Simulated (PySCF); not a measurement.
Compound: CH7BiSi.
Cartesian coordinates in Å at the PBE0-D3(BJ)/def2-SVP level; atoms count from 1:
```xyz
10
CH7BiSi angstrom
C     -1.000    0.905    0.170
Si    -0.269   -0.816   -0.048
Bi     2.402   -0.809   -0.128
H     -2.100    0.864    0.187
H     -0.652    1.354    1.112
H     -0.688    1.561   -0.657
H     -0.761   -1.437   -1.320
H     -0.689   -1.713    1.076
H      2.407    0.260    1.318
H      2.332    0.637   -1.196
```

Method used: PySCF, PBE0-D3(BJ)/def2-SVP geometry optimisation, gas phase, def2 core potentials past Kr.

Question: Which atoms are bound to Bi3, and at what distances?

Answer: 3 atoms: H9 1.799 Å, H10 1.799 Å, Si2 2.673 Å. The nearest atom not counted as bound is H7, at 3.44 Å (others tie with it).

Question: List the angles at Bi3.

Answer: 
```csv
angle,degrees,distance of the outer atoms (Å)
H9–Bi3–H10,90.0,2.54
Si2–Bi3–H10,88.9,3.19
Si2–Bi3–H9,88.9,3.19
```

Question: What is the shape at Bi3?

Answer: Pyramidal: angles 90.0°, 88.9° and 88.9°, sum 267.7°, 1.16 Å off the plane of its three neighbours.

Question: What are the other bond lengths?

Answer: C1–Si2 1.882 Å; C1–H4, C1–H5, C1–H6 1.101 Å; Si2–H7, Si2–H8 1.498 Å.

Question: Give some angles away from the centre.

Answer: C1–Si2–Bi3 112.9°.

Question: What are the rotational constants (commonest isotopes, rigid rotor)?

Answer: A = 12480, B = 1422, C = 1329 MHz: a near-prolate asymmetric top.

Point group: near Cs, missed by 0.09 Å at most; the miss may be what the optimiser left on a soft mode. Charge 0, singlet. No frequency check.

The run took 18 s of wall time on one thread, Arm Neoverse V1 (aarch64) (shared host), and the process peaked at 0.40 GiB of memory. These figures are those of the optimisation.

One conformer stands for the species.
